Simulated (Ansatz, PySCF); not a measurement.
Gas-phase reaction (SMILES): CO[Si](N)(OC)OC + 3 O (H2O) + 3 [SiH4] (SiH4) -> 3 CO (CH4O) + N[SiH3] + 3 O[SiH3] [hydroxysilane]; bond separation energy.

Structures are relaxed separately at B3LYP-D3(BJ)/def2-TZVP in Ansatz (a program for electronic structure), one conformer each, not searched for the lowest. Valence correlation only, unless marked. Spin-orbit coupling is left out. Non-relativistic. CBS(X,Y): correlation extrapolated as X^-3; Hartree-Fock from the larger set. [CCSD(T)-MP2]/basis is that difference in the basis named. Thermal terms are rigid-rotor harmonic-oscillator values from B3LYP-D3(BJ) frequencies (Ansatz or PySCF) at 298.15 K and 1 atm. 1 Eh = 627.5095 kcal/mol.

```tsv
species	E, RI-MP2/CBS(cc-pV(T+d)Z,cc-pV(Q+d)Z)+[CCSD(T)-MP2]/cc-pV(T+d)Z (Ansatz) (Eh)	E, wB97M-V/def2-TZVPD (Ansatz) (Eh)	H - E (Eh)
CO[Si](N)(OC)OC	-690.23005	-691.02207	0.16809
CO (CH4O)	-115.61425	-115.71687	0.05533
N[SiH3]	-346.80066	-347.24258	0.05540
O (H2O)	-76.37659	-76.43347	0.02495
O[SiH3]	-366.68646	-367.14149	0.04319
[SiH4] (SiH4)	-291.46100	-291.84546	0.03520
```

Q: Work out ΔE and ΔH at 298.15 K at the first level, then ΔH at the second.

A: 
1. ΔE = [3×(-115.61425) + (-346.80066) + 3×(-366.68646)] - [(-690.23005) + 3×(-76.37659) + 3×(-291.46100)] = 0.04003 Eh = 25.1 kcal/mol at RI-MP2/CBS(cc-pV(T+d)Z,cc-pV(Q+d)Z)+[CCSD(T)-MP2]/cc-pV(T+d)Z.
2. The terms H - E add up to 0.00242 Eh, so ΔH = (0.04003 + (0.00242))×627.5095 = 26.6 kcal/mol.
3. At wB97M-V/def2-TZVPD the same steps give ΔE = 25.9 and ΔH = 27.4 kcal/mol, a shift of +0.8 from the first level.
4. These values are not checked against measurement here, since the tables used lack a sound gas-phase enthalpy of formation for at least one species.
